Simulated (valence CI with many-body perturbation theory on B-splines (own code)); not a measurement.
Values are calculated unless marked as measured or tabulated.
## From CI to CI+MBPT in Ir XXIX

Level of theory: configuration interaction combined with many-body perturbation theory (CI+MBPT): three valence electrons over a frozen Dirac-Fock core [Kr] 4d10, a basis of 8 s, 8 p, 9 d, 9 f, 6 g, 3 h, 2 i functions for each j, with the one-electron correlation potential Σ1 (screened to all orders), the two-electron term Σ2, the three-electron term Σ3, Breit, model QED; selected single and double excitations, second order for the rest, scaled by the run's own slope (own B-spline code, finite nucleus).

The last digits are not significant, and no measured levels were compared; by estimate large intervals hold to a few tenths of a per cent, small ones and those within an open d or f shell to about a per cent. Core correlation moves these levels by up to 50000 cm⁻¹, and in measured spectra 5 to 20 % of such shifts remained as error; rates that hang on mixing are uncertain with them.

Each rung adds one term. CI alone is the Dirac-Coulomb CI over the frozen core; QED comes last and gives the full result, which names the levels. Energies are above (4f5/2^3) J=9/2 on the same rung, in cm⁻¹.

Levels are named by their leading jj configuration (3d3/2^4 stands for four electrons in 3d with j = 3/2), which in mixed levels can hold well under half, so a name can repeat and another be missing. Letters in brackets count levels of one name in rising energy.

```
                     Level  CI alone     Σ1     Σ2     Σ3  Breit   QED    Full
(4f5/2^2 4f7/2) J=11/2 [a]     28125   +602   +836    +74  -1649  +133   28121
           (4f5/2^3) J=3/2     40529   +154  -3001   +295   +769  +9.0   38755
(4f5/2 4f7/2^2) J=13/2 [a]     50885   +955   +994    +94  -2975  +204   50157
     (4f5/2^2 4f7/2) J=9/2     54460   +612   -168   -353  -1217  +116   53451
           (4f5/2^3) J=5/2     58772   +438  -2701   +115   +164   +66   56855
 (4f5/2^2 4f7/2) J=3/2 [a]     66039   +726  -1901  +1042   -624  +136   65418
 (4f5/2^2 4f7/2) J=5/2 [a]     68318   +601  -2790   +137   -373  +106   65998
 (4f5/2^2 4f7/2) J=7/2 [a]     68064   +739  -1026   -317  -1235  +139   66365
    (4f5/2 4f7/2^2) J=15/2     69721  +1159   +778    +53  -3972  +240   67978
 (4f5/2^2 4f7/2) J=7/2 [b]     81588   +851  -2621   +180   -918  +156   79235
(4f5/2 4f7/2^2) J=13/2 [b]     89558  +1044   -282    -77  -2847  +205   87601
 (4f5/2 4f7/2^2) J=9/2 [a]     89730  +1226   -780    -78  -2458  +243   87884
(4f5/2 4f7/2^2) J=11/2 [a]     90945  +1142   -789   +168  -2648  +217   89035
 (4f5/2^2 4f7/2) J=3/2 [b]     97593  +1006  -3530   +638   -920  +174   94960
     (4f5/2^2 4f7/2) J=1/2     98449   +866  -3534  +1181   -660  +143   96445
 (4f5/2 4f7/2^2) J=7/2 [a]    101678  +1331   -407   -331  -2295  +265  100241
 (4f5/2 4f7/2^2) J=9/2 [b]    104171  +1232  -2013    +45  -2338  +238  101335
 (4f5/2^2 4f7/2) J=5/2 [b]    104871   +784  -4194   +576   -235  +115  101916
    (4f5/2^2 4f7/2) J=15/2    106507  +1230  -1383   +122  -3764  +237  102949
```

The middle columns are the shifts that each term adds.

Question: How does the ionisation energy move along the ladder, and which term matters most?

Answer: CI alone 948.24, + Σ1 951.93, + Σ2 958.22, + Σ3 958.25, + Breit 958.15, + QED 958.22 eV. The largest step is Σ2, 6.29 eV. NIST lists 980 ± 50 eV (theoretical).
